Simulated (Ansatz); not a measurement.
`O[SiH]([SiH3])[AlH][Cl]` + `C[S][GeH3]` → `O[SiH]([SiH3])[GeH3]` + `C[S][AlH][Cl]`  (redistribution)

Isolated molecules relaxed with PBE0-D4/def2-TZVP in Ansatz; ΔE leaves out vibrations. CBS: MP2 limit from def2 TZ/QZ plus the TZ coupled-cluster correction, frozen cores. DFT in def2-TZVPP. B3LYP here is the variant with VWN-RPA as its local correlation; programs differ in this. For Ge outer-core shells are correlated without core-valence functions, which leaves a few kJ/mol of doubt a bond. Scalar relativity is left out up to krypton. One conformer a species, not always the lowest.

| level | ΔE (kJ/mol) | difference from CCSD(T)/CBS |
| --- | --- | --- |
| PBE-D4 | -75.0 | 7.8 |
| B3LYP-D4 | -79.6 | 3.2 |
| ωB97X-V | -78.2 | 4.6 |
| B2PLYP | -81.8 | 1.0 |
| PBE | -75.3 | 7.5 |
| r2SCAN | -83.0 | -0.2 |
| PBE0 | -77.2 | 5.6 |
| B3LYP | -79.9 | 2.9 |
| HF/def2-TZVPP | -78.6 | 4.2 |
| MP2/def2-TZVPP | -84.7 | -1.9 |
| CCSD/def2-TZVPP | -81.2 | 1.6 |
| CCSD(T)/def2-TZVPP | -81.1 | 1.7 |
| HF/def2-QZVPP | -78.5 | 4.3 |
| SCS-MP2/def2-QZVPP | -82.6 | 0.2 |
| HF/CBS(def2) | -78.5 | 4.3 |
| MP2/CBS(def2) | -86.5 | -3.7 |
| CCSD(T)/CBS | -82.8 | 0 |

Largest T1 diagnostic among the species: 0.013.
